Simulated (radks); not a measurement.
Coherent X-ray form factor from a spherical all-electron density. Method: Dirac Kohn-Sham, LDA (Slater exchange, Perdew-Wang correlation), spin-unpolarised, spherical densities, point nucleus; computed with a radial shooting solver on a logarithmic mesh with Libxc functionals.

sin(theta)/lambda (1/angstrom)  f0 (electrons)
0.05                                    38.595
0.1                                     37.445
0.15                                    35.716
0.2                                     33.632
0.25                                    31.410
0.3                                     29.224
0.4                                     25.358
0.5                                     22.342
0.6                                     20.015
0.8                                     16.439
1                                       13.444
1.25                                    10.356
1.5                                      8.177
2                                        5.961

The species is in the configuration that NIST lists as its ground one. Which atom or ion scatters so?

Answer. The technetium ion Tc4+, [Kr] 4d3. Extrapolating in s^2 from the first two rows gives f0(0) = 39.0, near the electron count 39; among species with that count, the fall with angle is slower the higher Z, and the table is that of Z = 43; from so few rows the species is fixed only to a neighbour or two.
